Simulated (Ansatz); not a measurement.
Reaction (cleavage of the Si–Si bond): `O[SiH]([SiH3])N[SiH3]` + `N=CF` → `F/C=N/[SiH3]` + `O[SiH2]N[SiH3]`

Program: Ansatz. Geometries: PBE0-D4/def2-TZVP. ΔE: electronic, gas phase. CBS: MP2 limit from def2 TZ/QZ plus the TZ coupled-cluster correction, frozen cores. This one scheme is used for every species. One conformer a species, not always the lowest.

`O[SiH]([SiH3])N[SiH3]`:

Z-matrix (Å, degrees):
```
Si
Si 1 2.351
N 1 1.724 2 109.7
O 1 1.652 2 110.1 3 126.2
H 1 1.484 2 111.9 3 -120.5
H 2 1.489 1 108.4 3 163.7
H 2 1.488 1 112.3 3 43.9
H 2 1.490 1 111.2 3 -78.0
Si 3 1.726 1 129.6 2 19.2
H 3 1.012 1 114.7 2 -162.6
H 4 0.959 1 117.5 2 -58.2
H 9 1.486 3 107.0 1 5.8
H 9 1.488 3 112.6 1 -114.0
H 9 1.488 3 111.4 1 125.1
```

`N=CF`:

Cartesian coordinates in Å:
```
N -0.300 -0.732 0.535
C 0.007 0.317 -0.054
F -0.424 1.488 0.404
H 0.104 -1.536 0.065
H 0.613 0.463 -0.950
```

`F/C=N/[SiH3]`:

```xyz
8

F    -0.818    0.355    2.584
C    -0.255   -0.044    1.440
N    -0.505    0.520    0.371
Si    0.159    0.096   -1.176
H     0.406   -0.893    1.643
H     0.878    1.279   -1.704
H     1.100   -1.057   -1.083
H    -0.965   -0.255   -2.075
```

`O[SiH2]N[SiH3]`:

```xyz
11

O     1.365    1.027   -1.497
Si    1.365    0.202   -0.074
N    -0.065   -0.708    0.220
Si   -1.645   -0.101    0.571
H     1.272    0.523   -2.307
H     1.517    1.272    0.935
H     2.480   -0.782   -0.028
H     0.032   -1.710    0.143
H    -2.605   -0.327   -0.546
H    -1.503    1.358    0.801
H    -2.212   -0.753    1.782
```

```tsv
species	MP2/CBS(def2) energy (Eh)
`O[SiH]([SiH3])N[SiH3]`	-1002.52365
`N=CF`	-193.68710
`F/C=N/[SiH3]`	-483.96276
`O[SiH2]N[SiH3]`	-712.27288
```

Problem. Work out ΔE.

Solution. ΔE = (-483.96276) + (-712.27288) − (-1002.52365) − (-193.68710) = -0.02489 Eh = -65.3 kJ/mol. CCSD(T)/CBS gives -54.5 kJ/mol.

Largest T1 diagnostic among the species: 0.014.

In def2-TZVPP, CCSD(T) changes the Hartree–Fock value by +25.3 kJ/mol (the triples alone add +2.8 kJ/mol) and MP2 by +14.4 kJ/mol. The D4 term adds +7.9 kJ/mol with B3LYP and +4.7 kJ/mol with PBE0; it sums over pairs of atoms, weighted by their polarisabilities, and B3LYP, whose exchange is more repulsive, gets the larger term. From PBE to PBE0 (25 % exact exchange), in def2-TZVPP and without D4, ΔE moves by −5.1 kJ/mol.

B3LYP here is the variant with VWN-RPA as its local correlation; programs differ in this.
